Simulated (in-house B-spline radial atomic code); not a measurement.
RPA and G0W0 for neutral lithium, [He] 2s1, highest spin, as one setting changes: the highest l of the empty states. Start: PBE0. A dash marks a level of low quasi-particle weight. Computed with a B-spline radial code for spherical atoms: all electrons, non-relativistic, point nucleus, each spin shell either full or empty, empty states to the listed l with an (l + 1/2)⁻⁴ tail; G0W0 by contour deformation at full frequency.

RPA overbinds a lone outer s electron by self-correlation, and G0W0 tends to as well.

```csv
highest l of the empty states,RPA summed (Eh),RPA extrapolated (Eh),G0W0 level (eV)
2,-0.098319,-0.1028,2s up -5.721
3,?,?,?
4,-0.10217,-0.10332,2s up -5.732
5,-0.10266,-0.10334,2s up -5.733
6,-0.10291,-0.10335,2s up -5.733
7,-0.10305,-0.10334,2s up -5.733
8,?,?,?
9,-0.10319,-0.10333,2s up -5.733
10,-0.10322,-0.10332,2s up -5.733
11,-0.10325,-0.10332,2s up -5.733
```

Question: What belongs in the row for 3?

Answer: RPA summed (Eh): -0.10111; RPA extrapolated (Eh): -0.10323; G0W0 level (eV): 2s up -5.730.

Question: What belongs in the row for 8?

Answer: RPA summed (Eh): -0.10314; RPA extrapolated (Eh): -0.10334; G0W0 level (eV): 2s up -5.733.
